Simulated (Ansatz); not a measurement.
These are CAM-B3LYP-D3(BJ)/def2-TZVP (Ansatz, a first-principles code) values and carry that method's errors. No frequencies were computed at this level.

Ansatz 0.2 input:
```yaml
crystal:
  periodic: [false, false, false]
  atoms:
    - { symbol: B, position_ang: [-1.380259, 1.079822, 0.210759] }
    - { symbol: C, position_ang: [-0.831616, -0.19666, 0.131949] }
    - { symbol: C, position_ang: [0.538233, -0.672468, -0.079771] }
    - { symbol: B, position_ang: [1.743642, -0.004868, -0.274438] }
    - { symbol: H, position_ang: [-1.909143, 2.095205, 0.288015] }
    - { symbol: H, position_ang: [-1.54763, -1.009994, 0.24799] }
    - { symbol: H, position_ang: [0.611485, -1.760103, -0.084071] }
    - { symbol: H, position_ang: [2.775285, 0.469065, -0.440434] }
basis:
  gaussian: { orbitals: def2-tzvp }
hamiltonian:
  xc: cam_b3lyp
  dispersion: d3bj
relax:
  max_steps: 150
```

Output:

```
Functional definition: CAM-B3LYP
874 factors; their error is unknown
318 factors; integrals over basis functions are off by at most 4.8e-6 eV
mean field evaluation 1: about -3477.0047 eV, gradient 6.2e1 eV
mean field evaluation 2: about -3466.7008 eV, gradient 8.6e1 eV
mean field evaluation 4: about -3486.3470 eV, gradient 2.9e0 eV
mean field evaluation 8: about -3486.3717 eV, gradient 3.3e-2 eV
mean field evaluation 16: about -3486.3606 eV, gradient 4.5e-5 eV
mean field -3486.36059124 eV, -128.1213885880 hartree, gradient 4.6e-5 eV, S^2 0.000000; 0 other end points of the search recorded, 0 dependent functions left out
reference -3486.36072214 eV, -128.1213933986 hartree; 13, 13 occupied and 135, 135 virtual orbitals, 874 factors
relax step   1: F+E_penalty+E_count = -3486.47760204 eV  Δ(F+E_penalty+E_count) = +0.000e0 eV  max|allowed force component| = 1.308e0 eV/Å  Δτ_max = 0.0000 Å  (32 SCF iters, accepted)
these checks for a lower state are left out or cut short: starts, cluster_reference, orbital_swaps, neighbouring_geometries, increment
874 factors; their error is unknown
318 factors; integrals over basis functions are off by at most 4.6e-6 eV
mean field -3486.39910931 eV, -128.1228041008 hartree, gradient 1.1e-5 eV, S^2 0.000000; 0 other end points of the search recorded, 0 dependent functions left out
reference -3486.39924044 eV, -128.1228089199 hartree; 13, 13 occupied and 135, 135 virtual orbitals, 874 factors
relax step   2: F+E_penalty+E_count = -3486.51596324 eV  Δ(F+E_penalty+E_count) = -3.836e-2 eV  max|allowed force component| = 4.036e-1 eV/Å  Δτ_max = 0.0243 Å  (37 SCF iters, accepted)
these checks for a lower state are left out or cut short: starts, cluster_reference, orbital_swaps, neighbouring_geometries, increment
874 factors; their error is unknown
318 factors; integrals over basis functions are off by at most 4.4e-6 eV
mean field -3486.41200321 eV, -128.1232779432 hartree, gradient 1.2e-5 eV, S^2 0.000000; 0 other end points of the search recorded, 0 dependent functions left out
reference -3486.41213477 eV, -128.1232827777 hartree; 13, 13 occupied and 135, 135 virtual orbitals, 874 factors
relax step   3: F+E_penalty+E_count = -3486.52852625 eV  Δ(F+E_penalty+E_count) = -1.256e-2 eV  max|allowed force component| = 2.611e-1 eV/Å  Δτ_max = 0.0309 Å  (37 SCF iters, accepted)
these checks for a lower state are left out or cut short: starts, cluster_reference, orbital_swaps, neighbouring_geometries, increment
874 factors; their error is unknown
318 factors; integrals over basis functions are off by at most 4.0e-6 eV
mean field evaluation 32: about -3486.3742 eV, gradient 3.7e0 eV
mean field -3486.42093476 eV, -128.1236061713 hartree, gradient 1.7e-5 eV, S^2 0.000000; 0 other end points of the search recorded, 0 dependent functions left out
reference -3486.42106727 eV, -128.1236110413 hartree; 13, 13 occupied and 135, 135 virtual orbitals, 874 factors
relax step   4: F+E_penalty+E_count = -3486.53690239 eV  Δ(F+E_penalty+E_count) = -8.376e-3 eV  max|allowed force component| = 1.021e-1 eV/Å  Δτ_max = 0.1013 Å  (36 SCF iters, accepted)
these checks for a lower state are left out or cut short: starts, cluster_reference, orbital_swaps, neighbouring_geometries, increment
874 factors; their error is unknown
318 factors; integrals over basis functions are off by at most 3.8e-6 eV
mean field -3486.42311981 eV, -128.1236864706 hartree, gradient 1.2e-5 eV, S^2 0.000000; 0 other end points of the search recorded, 0 dependent functions left out
reference -3486.42325277 eV, -128.1236913567 hartree; 13, 13 occupied and 135, 135 virtual orbitals, 874 factors
relax step   5: F+E_penalty+E_count = -3486.53857958 eV  Δ(F+E_penalty+E_count) = -1.677e-3 eV  max|allowed force component| = 5.990e-2 eV/Å  Δτ_max = 0.0457 Å  (35 SCF iters, accepted)
these checks for a lower state are left out or cut short: starts, cluster_reference, orbital_swaps, neighbouring_geometries, increment
874 factors; their error is unknown
318 factors; integrals over basis functions are off by at most 3.8e-6 eV
mean field -3486.42352637 eV, -128.1237014114 hartree, gradient 1.0e-5 eV, S^2 0.000000; 0 other end points of the search recorded, 0 dependent functions left out
reference -3486.42365938 eV, -128.1237062995 hartree; 13, 13 occupied and 135, 135 virtual orbitals, 874 factors
relax step   6: F+E_penalty+E_count = -3486.53893834 eV  Δ(F+E_penalty+E_count) = -3.588e-4 eV  max|allowed force component| = 1.169e-2 eV/Å  Δτ_max = 0.0181 Å  (37 SCF iters, accepted)
these checks for a lower state are left out or cut short: starts, cluster_reference, orbital_swaps, neighbouring_geometries, increment
874 factors; their error is unknown
318 factors; integrals over basis functions are off by at most 3.8e-6 eV
mean field -3486.42351950 eV, -128.1237011589 hartree, gradient 9.9e-6 eV, S^2 0.000000; 0 other end points of the search recorded, 0 dependent functions left out
reference -3486.42365251 eV, -128.1237060470 hartree; 13, 13 occupied and 135, 135 virtual orbitals, 874 factors
relax step   7: F+E_penalty+E_count = -3486.53893533 eV  Δ(F+E_penalty+E_count) = +3.010e-6 eV  max|allowed force component| = 1.224e-2 eV/Å  Δτ_max = 0.0031 Å  (37 SCF iters, rejected (line search))
these checks for a lower state are left out or cut short: starts, cluster_reference, orbital_swaps, neighbouring_geometries, increment
874 factors; their error is unknown
318 factors; integrals over basis functions are off by at most 3.8e-6 eV
mean field evaluation 64: about -3486.4235 eV, gradient 3.9e-3 eV
mean field -3486.42353453 eV, -128.1237017112 hartree, gradient 9.5e-6 eV, S^2 0.000000; 0 other end points of the search recorded, 0 dependent functions left out
reference -3486.42366754 eV, -128.1237065993 hartree; 13, 13 occupied and 135, 135 virtual orbitals, 874 factors
relax step   8: F+E_penalty+E_count = -3486.53894977 eV  Δ(F+E_penalty+E_count) = -1.142e-5 eV  max|allowed force component| = 3.510e-4 eV/Å  Δτ_max = 0.0012 Å  (38 SCF iters, accepted)
874 factors; their error is unknown
318 factors; integrals over basis functions are off by at most 3.8e-6 eV
mean field -3486.42353453 eV, -128.1237017112 hartree, gradient 7.6e-5 eV, S^2 0.000000; 1 other end points of the search recorded, 0 dependent functions left out
reference -3486.42366754 eV, -128.1237065993 hartree; 13, 13 occupied and 135, 135 virtual orbitals, 874 factors
Total energy: -3486.53908278 eV, -128.1279480311 hartree
Atom 0 at    -1.457285     1.070541     0.223272 Å, force    -0.000052     0.000119    -0.000027 eV/Å
Atom 1 at    -0.804927    -0.135511     0.126763 Å, force     0.000020    -0.000351    -0.000007 eV/Å
Atom 2 at     0.553940    -0.607194    -0.082638 Å, force    -0.000239    -0.000165    -0.000173 eV/Å
Atom 3 at     1.798824    -0.059947    -0.283198 Å, force     0.000290     0.000119     0.000007 eV/Å
Atom 4 at    -2.104623     2.040185     0.320154 Å, force     0.000040    -0.000028     0.000030 eV/Å
Atom 5 at    -1.565345    -0.915874     0.248269 Å, force     0.000028     0.000130     0.000057 eV/Å
Atom 6 at     0.682678    -1.695900    -0.093373 Å, force    -0.000056     0.000175     0.000076 eV/Å
Atom 7 at     2.896735     0.303699    -0.459250 Å, force    -0.000030     0.000001     0.000037 eV/Å
Dipole moment:     0.027331     0.080870    -0.004829 e Å
```

Cost: around 23 core-seconds (rough).
